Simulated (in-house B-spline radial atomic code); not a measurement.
## How G0W0 and RPA depend on the start: Ga IV (Ga3+)

Configuration [Ar] 3d10. Computed with a B-spline radial code for spherical atoms: all electrons, scalar-relativistic (spin-free one-electron X2C), finite nucleus, each spin shell either full or empty, empty states to l = 9 with an (l + 1/2)⁻⁴ tail; G0W0 by contour deformation at full frequency.

```json
{"start": "Hartree-Fock", "mean-field 3d (eV)": "-65.04", "G0W0 (eV)": "-63.62", "QP weight": "0.959", "RPA correlation (Eh)": "-1.9609"}
{"start": "LDA VWN5", "mean-field 3d (eV)": "-52.85", "G0W0 (eV)": "-63.65", "QP weight": "0.912", "RPA correlation (Eh)": "-2.1611"}
{"start": "PBE", "mean-field 3d (eV)": "-52.48", "G0W0 (eV)": "-63.45", "QP weight": "0.910", "RPA correlation (Eh)": "-2.1565"}
{"start": "PBE0", "mean-field 3d (eV)": "-55.88", "G0W0 (eV)": "-63.55", "QP weight": "0.931", "RPA correlation (Eh)": "-2.101"}
{"start": "r2SCAN", "mean-field 3d (eV)": "-52.87", "G0W0 (eV)": "?", "QP weight": "?", "RPA correlation (Eh)": "?"}
{"start": "HSE06", "mean-field 3d (eV)": "-55.44", "G0W0 (eV)": "-63.57", "QP weight": "0.929", "RPA correlation (Eh)": "-2.1048"}
{"start": "B3LYP (VWN-RPA)", "mean-field 3d (eV)": "-55.38", "G0W0 (eV)": "-63.66", "QP weight": "0.927", "RPA correlation (Eh)": "-2.1146"}
{"start": "SCAN", "mean-field 3d (eV)": "-52.85", "G0W0 (eV)": "-63.10", "QP weight": "0.918", "RPA correlation (Eh)": "-2.1183"}
{"start": "TPSS", "mean-field 3d (eV)": "-52.35", "G0W0 (eV)": "?", "QP weight": "?", "RPA correlation (Eh)": "?"}
{"start": "BHandHLYP", "mean-field 3d (eV)": "-59.30", "G0W0 (eV)": "-63.70", "QP weight": "0.943", "RPA correlation (Eh)": "-2.0526"}
{"start": "CAM-B3LYP", "mean-field 3d (eV)": "-57.40", "G0W0 (eV)": "-63.95", "QP weight": "0.936", "RPA correlation (Eh)": "-2.0953"}
{"start": "LC-wPBE", "mean-field 3d (eV)": "-58.04", "G0W0 (eV)": "-64.22", "QP weight": "0.940", "RPA correlation (Eh)": "-2.0973"}
{"start": "wB97X", "mean-field 3d (eV)": "-58.00", "G0W0 (eV)": "-63.82", "QP weight": "0.943", "RPA correlation (Eh)": "-2.0837"}
{"start": "PBEsol", "mean-field 3d (eV)": "-52.45", "G0W0 (eV)": "-63.50", "QP weight": "0.911", "RPA correlation (Eh)": "-2.1574"}
{"start": "BLYP", "mean-field 3d (eV)": "-52.47", "G0W0 (eV)": "-63.55", "QP weight": "0.908", "RPA correlation (Eh)": "-2.1596"}
{"start": "r2SCAN0", "mean-field 3d (eV)": "-56.21", "G0W0 (eV)": "-63.33", "QP weight": "0.935", "RPA correlation (Eh)": "-2.0769"}
{"start": "LDA exchange-only", "mean-field 3d (eV)": "-51.03", "G0W0 (eV)": "-63.87", "QP weight": "0.902", "RPA correlation (Eh)": "-2.1631"}
```

(1) What G0W0 level, weight and RPA correlation energy follow from the TPSS start?

(2) What G0W0 level, weight and RPA correlation energy follow from the r2SCAN start?

(3) How much of the dependence on the start does G0W0 remove?

## Answers

(1) G0W0 level -63.43 eV, weight 0.911, RPA correlation -2.1449 hartree.

(2) G0W0 level -63.15 eV, weight 0.919, RPA correlation -2.1197 hartree.

(3) The mean-field levels span 14 eV and the G0W0 levels 1.12 eV. Against 63.241 ± 0.009 eV (NIST, measured) the G0W0 removal energies are off by -0.14 to +0.98 eV, with spin-orbit coupling, Breit and QED terms left out.
